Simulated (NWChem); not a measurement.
Molecule: BH2, doublet; SMILES [BH2]

```xyz
3

B      0.0000     0.0000     0.1570
H      1.0717     0.0000    -0.3671
H     -1.0717     0.0000    -0.3671
```
Atoms are numbered in this order, from 1.

Computed with NWChem. Spin-unrestricted. In the optimisation the excess spin sits in a1 (C2v, its own frame). Coordinates come from a B3LYP/6-31G* (spherical d), spin-unrestricted optimisation. No stability test was run on the SCF state. Fermi-contact couplings, non-relativistic, static geometry.

For level CAM-B3LYP/pcJ-1:

A(iso) 11B atom 1 (MHz): 373
A(iso) 1H atom 3 (MHz): 42.6

Task: How do the values read with level UHF/pcJ-1 instead?

Result: 
- A(iso) 11B atom 1 (MHz) = 417
- A(iso) 1H atom 3 (MHz) = 7.4
